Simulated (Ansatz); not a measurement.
Abridged output of a molecular run in Ansatz:

```
Functional definition: HF
662 factors; integrals over basis functions are off by at most 1.2e-3 eV
mean field evaluation 1: about -35581.4024 eV, gradient 2.8e1 eV
mean field evaluation 2: about -35581.4043 eV, gradient 2.8e1 eV
mean field evaluation 4: about -35583.1108 eV, gradient 1.8e0 eV
mean field evaluation 8: about -35583.1236 eV, gradient 6.7e-5 eV
mean field -35583.12359446 eV, -1307.6556729890 hartree, gradient 1.2e-6 eV, S^2 0.000000; 0 other end points of the search recorded, 0 dependent functions left out
16 core orbitals not correlated: weight in the atoms' cores, before any rotation towards them, 1.000 or more for the frozen orbitals, at most 0.000 for the correlated occupied ones
reference -35583.12359446 eV, -1307.6556729890 hartree; 13, 13 occupied and 44, 44 virtual orbitals, 662 factors
second order -14.71558495 eV of doubles, -0.00000000 eV of singles
cycle   1  -15.26536528 eV  change   -5.5e-1 eV  update   7.8e-2
cycle   2  -15.54984680 eV  change   -2.8e-1 eV  update   2.1e-2
cycle   3  -15.61691774 eV  change   -6.7e-2 eV  update   1.1e-2
cycle   4  -15.61528845 eV  change    1.6e-3 eV  update   2.0e-3
cycle   5  -15.61409311 eV  change    1.2e-3 eV  update   7.4e-4
cycle   6  -15.61400635 eV  change    8.7e-5 eV  update   2.2e-4
cycle   7  -15.61393757 eV  change    6.9e-5 eV  update   5.5e-5
cycle   8  -15.61393453 eV  change    3.0e-6 eV  update   1.6e-5
perturbative correction -0.29214439 eV, -0.0107361083 hartree
Total energy: -35599.02967338 eV, -1308.2402106078 hartree
```

Its atoms:

Z-matrix (Å, degrees):
```
Si
F 1 1.581
Cl 1 2.024 2 108.4
Cl 1 2.024 2 108.4 3 119.6
H 1 1.467 2 109.1 3 -120.2
```

Q: Which basis set was used?
A. def2-SVPD
B. def2-SVP
C. cc-pV(Q+d)Z
D. def2-TZVPP

A: B. It gives 73 functions.

Q: Write the keys of the input that set method, charge and spin (a neutral closed shell needs none for the last two).

A: 
```yaml
correlation: {method: ccsd_t}
```
